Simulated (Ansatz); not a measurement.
`[SiH]Br` + `CNC` → `CN(C)[SiH]` + HBr at 700 K and 1 bar (ligand exchange at the Si–Br bond).

Program: Ansatz. Geometries: PBE0-D4/def2-TZVP. ΔE: electronic, gas phase. CCSD(T)/CBS adds triple-zeta CCSD(T) − MP2 to the extrapolated MP2 energy (def2 sets, frozen cores). For Br outer-core shells are correlated without core-valence functions, which leaves a few kJ/mol of doubt a bond. Scalar relativity is left out up to krypton.

| species | CCSD(T)/CBS energy (Eh) | H − E (kJ/mol) | S (J/(mol·K)) |
| --- | --- | --- | --- |
| `[SiH]Br` | -2862.97869 | 49.0 | 302.5 |
| `CNC` | -135.00321 | 296.9 | 352.4 |
| `CN(C)[SiH]` | -424.06348 | 304.9 | 408.4 |
| HBr | -2573.91920 | 36.5 | 223.7 |

H − E and S are ideal-gas, rigid-rotor, harmonic terms from PBE0-D4/def2-TZVP. 1 Eh = 2625.50 kJ/mol, R = 8.31446 J/(mol·K).

Task: By hand: ΔE, ΔH, ΔS and ΔG.

Result: ΔE = (-424.06348) + (-2573.91920) − (-2862.97869) − (-135.00321) = -0.00078 Eh = -2.0 kJ/mol. Δ(H − E) = 304.9 + 36.5 − 49.0 − 296.9 = -4.5, so ΔH = -6.5 kJ/mol. ΔS = 408.4 + 223.7 − 302.5 − 352.4 = -22.8 J/(mol·K). ΔG = -6.5 − 700 × (-22.8)/1000 = 9.5 kJ/mol.

Task: By hand: the equilibrium constant, and the temperature at which ΔG would vanish if ΔH and ΔS stayed fixed.

Result: log₁₀ K = −ΔG/(RT ln 10) = -0.7. ΔG = 0 at ΔH/ΔS = 285 K, though so small a ΔH makes that figure unsure.

TΔS isn't small against ΔH here. A doubt of 5 kJ/mol in ΔE shifts log₁₀ K by 0.4 here. These are equilibria of isolated gas molecules and say nothing of rates. Largest T1 diagnostic: 0.015 (customary marks: 0.02 for closed shells, 0.045 for open ones).
